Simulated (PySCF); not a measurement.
A TDDFT job was run through a driver script with this input:

```
{"job": {"kind": "uv", "xc": "PBE0", "basis": "def2-SVPD", "nstates": 6, "ntriplets": 2}, "charge": 0, "multiplicity": 1}
C      2.184783     0.382841    -0.978797
Ge     0.683368     0.426120     0.319125
C     -1.173710     0.779303    -0.337092
C     -1.644389    -0.386222     0.531579
F     -1.923908     0.121766     1.791628
C     -0.379792    -1.235895     0.649710
H      2.465733     1.390547    -1.267089
H      1.887299    -0.163514    -1.868744
H      3.050669    -0.104861    -0.543320
H      1.046364     1.185175     1.577373
H     -1.293667     0.541461    -1.392092
H     -1.705094     1.701860    -0.121457
H     -2.554386    -0.903960     0.208331
H     -0.315383    -1.941191    -0.176585
H     -0.332301    -1.785439     1.585518
```

Its output, with some lines taken out ([cut]):

```
coarse grid: 55688 points
cycle   1  E = -2333.6040296533  dE = -1.298e-01  |g| = 6.610e-01  |ddm| = 5.160e+00
cycle   2  E = -2333.5599779535  dE =  4.405e-02  |g| = 8.410e-01  |ddm| = 1.621e+00
cycle   3  E = -2333.6851335244  dE = -1.252e-01  |g| = 6.429e-02  |ddm| = 9.331e-01
cycle   4  E = -2333.6856557323  dE = -5.222e-04  |g| = 3.147e-02  |ddm| = 7.734e-02
cycle   5  E = -2333.6858310420  dE = -1.753e-04  |g| = 4.864e-03  |ddm| = 3.469e-02
cycle   6  E = -2333.6858361526  dE = -5.111e-06  |g| = 1.802e-03  |ddm| = 8.724e-03
final grid: 117824 points
cycle   7  E = -2333.6858276256  dE =  6.722e-07  |g| = 2.482e-03  |ddm| = 1.026e-02
cycle   8  E = -2333.6858258360  dE =  1.790e-06  |g| = 3.596e-03  |ddm| = 6.939e-03
cycle   9  E = -2333.6858293276  dE = -3.492e-06  |g| = 2.177e-04  |ddm| = 4.077e-03
cycle  10  E = -2333.6858293362  dE = -8.638e-09  |g| = 3.438e-05  |ddm| = 2.344e-04
cycle  11  E = -2333.6858293365  dE = -2.433e-10  |g| = 4.658e-06  |ddm| = 5.088e-05
converged SCF energy = -2333.6858293365

[cut]

Singlet excitations
state   eV       nm        f      main configurations
  1   7.0971    174.7   0.00850   H->L+1 0.91
  2   7.3699    168.2   0.07196   H->L 0.73, H-1->L+1 0.23
[cut]
[cut]
[cut]
[cut]

[cut]
```

The calculation used PySCF 2.14.0, density-fitted response routines, TDDFT PBE0/def2-SVPD, vertical, gas phase, core orbitals frozen in the response. The structure is a single GFN2-xTB conformer in the gas phase; no vibrational or solvent corrections. The PBE0/def2-SVPD calculation is non-relativistic and has no spin–orbit coupling, an omission that weighs most on germanium.

Q: Restore the lines that were cut, in order.

A: 
```
Static polarisability (au): isotropic 77.776, principal 70.314 70.400 92.616
  3   7.3869    167.8   0.00093   H-1->L 0.92
  4   7.4515    166.4   0.07561   H-1->L+1 0.71, H->L 0.25
  5   7.5627    163.9   0.03940   H-1->L+2 0.68, H->L+2 0.29
  6   7.5651    163.9   0.01622   H->L+2 0.68, H-1->L+2 0.29
Triplet excitations (Tamm-Dancoff, eV): 6.4108 6.6888
```

Q: What is the polarisability anisotropy, √(½[(α1 − α2)² + (α2 − α3)² + (α3 − α1)²])?

A: 22.26 au.

Q: How much of the mean polarisability do the listed states account for?

A: The sum over states Σ f/ΔE² (ΔE in hartree) gives 2.85 au, 4% of the total; the rest comes from higher roots of the same response equations.

Q: What is the gap between the lowest singlet and the lowest triplet?

A: 7.0971 − 6.4108 = 0.6863 eV (full response against Tamm–Dancoff).

Q: Which species is it?

A: `[CH3][Ge@H]1[CH2][C@H](F)[CH2]1` (C4H9FGe), point group Cs.

The SCF starts on a coarse grid; the energy jumps when the final grid takes over, and dE counts afresh there. H and L stand for HOMO and LUMO.
